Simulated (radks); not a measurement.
Results of a calculation; reference values are marked as such.
Fractional charge and spin in the 6s shell of thallium: the spin-up occupation runs from 0 to 1 and the spin-down occupation from 0 to 1; the fullest corner is Tl, [Xe] 4f14 5d10 6p(up 0.5, down 0.5) 6s(up 1, down 1). Code: a radial shooting solver on a logarithmic mesh with Libxc functionals. Model: scalar-relativistic Kohn-Sham, PBE, spin-polarised, spherical densities, point nucleus. Energy (eV) minus the two flat planes that join the four corners (they meet along the diagonal where the two added fractions sum to one electron); zero is where a piecewise linear energy would lie.

\begin{tabular}{lrrrrr}
down \ up & 0 & 0.25 & 0.5 & 0.75 & 1 \\ \hline
0 & 0.000 & -0.807 & -1.070 & -0.798 & 0.000 \\
0.25 & -0.807 & -1.017 & -0.694 & 0.151 & -0.721 \\
0.5 & -1.070 & -0.694 & 0.202 & -0.623 & -0.951 \\
0.75 & -0.798 & 0.151 & -0.623 & -0.903 & -0.704 \\
1 & 0.000 & -0.721 & -0.951 & -0.704 & 0.000 \\
\end{tabular}

Corners above the fullest one (they belong to Tl+ and the next ion): (up 1, down 0) 13.243 eV, (up 0, down 1) 13.243 eV, (up 0, down 0) 35.405 eV. With half an added electron in each spin the energy lies 0.202 eV from the planes, and with half an added electron in spin up alone -1.070 eV. The planes are only a guide here: the flat-plane condition holds for ground states with one frontier orbital, while this shell lies below other occupied shells, so the corners above the fullest one are inner-hole states and not the ground states of those ions.
